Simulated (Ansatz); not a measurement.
Mulliken charges of C$_{2}$H$_{2}$ClF$_{2}$I, SMILES `FC(F)C(Cl)I` from ωB97M-V/def2-TZVPP in Ansatz (PBE0-D4/def2-TZVP geometry).

| atom | x (Å) | y (Å) | z (Å) | charge (e) |
| --- | --- | --- | --- | --- |
| F1 | -0.508 | -1.544 | 0.652 | -0.174 |
| C2 | 0.321 | -0.739 | -0.033 | 0.257 |
| F3 | 1.513 | -0.719 | 0.603 | -0.181 |
| C4 | -0.218 | 0.677 | -0.131 | -0.193 |
| Cl5 | -1.645 | 0.687 | -1.159 | -0.050 |
| I6 | -0.580 | 1.521 | 1.797 | 0.043 |
| H7 | 0.467 | -1.159 | -1.035 | 0.114 |
| H8 | 0.535 | 1.310 | -0.593 | 0.185 |

Q: By hand: the dipole of these point charges (1 e Å = 4.8032 D).

A: Σ q r = (0.149, 0.219, -0.298) e Å, of length 0.399 e Å = 1.92 D.

Q: How does the dipole of the full density compare? (Estimate.)

A: The calculation gave: (0.148, 0.119, -0.294) e Å, 1.68 D; the point charges give 1.14 times that, at 13° from its direction.

Point charges leave out the atoms' own dipoles, such as those of lone pairs, and Mulliken's split depends on the basis, so the close match here is no proof of good charges.
